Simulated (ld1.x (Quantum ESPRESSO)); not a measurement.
# Which change was made? (Pt, TM)

ld1.x (Quantum ESPRESSO) 7.5 input, shortened:

```
&input
   title='Pt', zed=78., rel=2, dft='PZ', iswitch=3,
   config='[Xe] 4f14 5d9 6s0.5 6p0.5', rel_dist='average'
 /
 &inputp
   pseudotype=2, tm=.true., lloc=-2, rcloc=1.65,
   nlcc=.false.
 /
3
5S  1  0   2.00   0.00  1.50  1.50  0.0
5P  2  1   6.00   0.00  1.55  1.55  0.0
5D  3  2   9.00   0.00  1.85  1.85  0.0
 &test
   configts(1)='5s2 5p6 5d9 6s0.5 6p0.5'
 /
```

Open shells are filled in proportion to 2j + 1 (rel_dist='average').

Occupied shells without a wave of their own: 6p, 6s. They enter only through the test configuration that unscreens the potential.

Cutoffs, loose and tight: the cutoffs (Ry, on a coarse ladder) from which the occupation-weighted sum of valence levels, in a spherical-Bessel basis at the reference potential, stays within 10 and 1 mRy of its value at 400 Ry. They do not see the model core or the augmentation charge, which bear on the density cutoff. Test errors are all-electron minus pseudo excitation energies from the reference, over the configurations 5s2 5p6 5d9 6s1 6p0; 5s2 5p6 5d9 6s0 6p0; 5s2 5p6 5d8 6s0 6p0; 5s2 5p6 5d8 6s2 6p0; 5s1 5p6 5d9 6s1 6p0; 5s2 5p6 5d7 6s0 6p0; 5s2 5p6 5d9 6s0.5 6p0; variants that change the core or the reference have their own tests.

The base gives: outcome: generated, misses its reference levels by 1.50 eV; bound ghosts: none; largest test error (meV): +2401.

Q: After one change the result is: outcome: generated, misses its reference levels by 0.50 eV; bound ghosts: none; largest test error (meV): +793. Which change was it?
A. local potential all-electron potential smoothed inside 1.22 bohr (lloc = -2)
B. core [Xe] 4f14, valence charge 10; reference 5d10 6s0 6p0; waves now 6s (bound): rc 2.20 bohr; 6p (bound): rc 3.15 bohr; 5d (bound): rc 1.70 bohr; local potential the d channel; core correction a·sin(br)/r model core, default radius (core density twice the valence density)
C. scalar-relativistic
D. all radii scaled by about 1.11 (s 1.68, p 1.72, d 2.06 bohr); local potential all-electron potential smoothed inside 1.84 bohr (lloc = -2)

A: A. The others give: all radii scaled by about 1.11 (s 1.68, p 1.72, d 2.06 bohr); local potential all-electron potential smoothed inside 1.84 bohr (lloc = -2) → outcome: generated, misses its reference levels by 0.22 eV; cutoff, loose: 50 Ry; cutoff, tight: 80 Ry; bound ghosts: none; largest test error (meV): +405 | scalar-relativistic → outcome: generated, misses its reference levels by 1.48 eV; cutoff, loose: 80 Ry; cutoff, tight: 100 Ry; bound ghosts: none; largest test error (meV): +2359 | core [Xe] 4f14, valence charge 10; reference 5d10 6s0 6p0; waves now 6s (bound): rc 2.20 bohr; 6p (bound): rc 3.15 bohr; 5d (bound): rc 1.70 bohr; local potential the d channel; core correction a·sin(br)/r model core, default radius (core density twice the valence density) → outcome: generated, misses its reference levels by 0.78 eV; cutoff, loose: 40 Ry; cutoff, tight: 50 Ry; bound ghosts: s, p3/2, p1/2; largest test error (meV): -794 over the solved tests; 1 of 7 tests not solved or not reliable.
